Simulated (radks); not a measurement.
Results of a calculation; reference values are marked as such.
Mn IV, 22 electrons, occupied as [Ar] 3d2.5 4s1.5 (fractional occupations, a model configuration). Level of theory: scalar-relativistic Kohn-Sham, BLYP, spin-polarised, spherical densities, finite nucleus; open shells are filled with parallel spins first; Fermi nuclear charge, rms radius 3.7057 fm (a radial shooting solver on a logarithmic mesh with Libxc functionals).

Normalised radial functions P(r) = r R(r), r in bohr:

```
   r/bohr * 3s up, o 3s down, + 4s up (the largest magnitude, 1.23, reaches the edge; | marks zero, & curves that meet)
 0.005016                             |+ &
 0.005701                             |+ &
 0.006479                             |+  &
 0.007364                             | + &
  0.00837                             | + &
 0.009589                             | +  &
   0.0109                             | +  &
  0.01239                             | +   &
  0.01408                             | +   &
  0.01613                             |  +   &
  0.01833                             |  +   &
  0.02083                             |  +    &
  0.02368                             |  +    &
  0.02691                             |  +    &
  0.03083                             |  +    &
  0.03505                             |  +    &
  0.03983                             |  +    &
  0.04527                             |  +   &
  0.05186                             | +   &
  0.05895                             | +  &
    0.067                             |+ &
  0.07614                             +&
  0.08654                           &+|
  0.09915                         & + |
   0.1127                      &   +  |
   0.1281                   &     +   |
   0.1456                 &      +    |
   0.1668               &        +    |
   0.1895              *o       +     |
   0.2154               &        +    |
   0.2448                 &       +   |
   0.2783                     &    +  |
   0.3188                          & +|
   0.3624                             | +&
   0.4118                             |   +    &
   0.4681                             |      +       &
   0.5363                             |       +            &
   0.6095                             |        +               &
   0.6927                             |        +                 &
   0.7873                             |      +                   &
   0.8948                             |  +                     &
    1.025                            +|                    &
    1.165                        +    |               *o
    1.324                   +         |           &
    1.505               +             |       &
    1.724             +               |    &
     1.96            +                |  &
    2.228            +                |&
    2.532              +              |&
    2.877                 +           &
    3.297                    +        &
    3.747                       +     &
    4.258                          +  &
     4.84                           + &
    5.545                            +&
    6.302                             &
    7.163                             &
```

3s up: eigenvalue -135.23 eV, 2 radial nodes at r = 0.0795, 0.343 bohr, <r> = 0.829 bohr, 90 % of the charge inside 1.23 bohr. 3s down: eigenvalue -131.85 eV, 2 radial nodes at r = 0.0795, 0.342 bohr, <r> = 0.832 bohr, 90 % of the charge inside 1.24 bohr. 4s up: eigenvalue -34.723 eV, 3 radial nodes at r = 0.0791, 0.332, 1.000 bohr, <r> = 2.20 bohr, 90 % of the charge inside 3.18 bohr.
